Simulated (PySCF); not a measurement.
Si(H)(Cl)2(vinyl) (C2H4Cl2Si), SMILES C=C[SiH](Cl)Cl.

The structure is a stationary point at B3LYP-D3(BJ)/def2-SVP. One conformer was computed; it need not be the lowest.

The numbers are results of PBE/def2-TZVP in PySCF, not measurements.

Gas-phase values at a fixed geometry.

Computed frontier levels, gap, dipole moment and polarisability:
```yaml
highest_occupied_level: -7.33 eV
lowest_empty_level: -2.14 eV
orbital_gap: 5.19 eV
dipole_moment: 2.20 D
quadrupole, principal values (traceless, Buckingham form, about the centre of nuclear charge): -6.29, 1.86, 4.44 D·Å
mean_static_polarisability: 73.9 bohr³ (10.95 Å³)
polarisability_principal_values: 60.3, 70.2, 91.2 bohr³
```
